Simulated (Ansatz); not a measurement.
Consider the formal exchange of groups at a C–C bond: `B/C=C/CC` + `[SiH3][GaH2]` → `B/C=[CH]\[GaH][SiH3]` + `CC`.

Program: Ansatz. Geometries: PBE0-D4/def2-TZVP. ΔE: electronic, gas phase. CBS: MP2 limit from def2 TZ/QZ plus the TZ coupled-cluster correction, frozen cores. This one scheme is used for every species. Double bonds are as drawn, so ΔE can hold a change between cis and trans. Functionals use def2-TZVPP. B3LYP here is the variant with VWN-RPA as its local correlation; programs differ in this. For Ga outer-core shells are correlated without core-valence functions, which leaves a few kJ/mol of doubt a bond. Scalar relativity is left out up to krypton. Each species was taken in one conformer, which may not be the lowest.

| level | ΔE (kJ/mol) | difference from CCSD(T)/CBS |
| --- | --- | --- |
| PBE-D4 | -28.6 | 3.1 |
| r2SCAN-D4 | -28.8 | 2.9 |
| PBE0-D4 | -26.4 | 5.3 |
| B3LYP-D4 | -24.6 | 7.1 |
| ωB97X-V | -22.2 | 9.5 |
| ωB97M-V | -24.8 | 6.9 |
| B2PLYP | -24.6 | 7.1 |
| PBE | -25.1 | 6.6 |
| r2SCAN | -28.1 | 3.6 |
| PBE0 | -23.2 | 8.5 |
| B3LYP | -18.7 | 13.0 |
| HF/def2-TZVPP | -7.0 | 24.7 |
| MP2/def2-TZVPP | -33.7 | -2.0 |
| SCS-MP2/def2-TZVPP | -29.3 | 2.4 |
| CCSD/def2-TZVPP | -28.3 | 3.4 |
| CCSD(T)/def2-TZVPP | -32.5 | -0.8 |
| HF/def2-QZVPP | -5.5 | 26.2 |
| MP2/def2-QZVPP | -32.8 | -1.1 |
| SCS-MP2/def2-QZVPP | -28.0 | 3.7 |
| HF/CBS(def2) | -5.3 | 26.4 |
| MP2/CBS(def2) | -33.0 | -1.3 |
| CCSD/CBS(def2) | -27.6 | 4.1 |
| CCSD(T)/CBS | -31.7 | 0 |

Largest T1 diagnostic among the species: 0.013.

The D4 term adds −5.9 kJ/mol with B3LYP and −3.2 kJ/mol with PBE0; it sums over pairs of atoms, weighted by their polarisabilities, and B3LYP, whose exchange is more repulsive, gets the larger term. In def2-TZVPP, CCSD(T) changes the Hartree–Fock value by −25.5 kJ/mol (the triples alone add −4.1 kJ/mol) and MP2 by −26.8 kJ/mol.
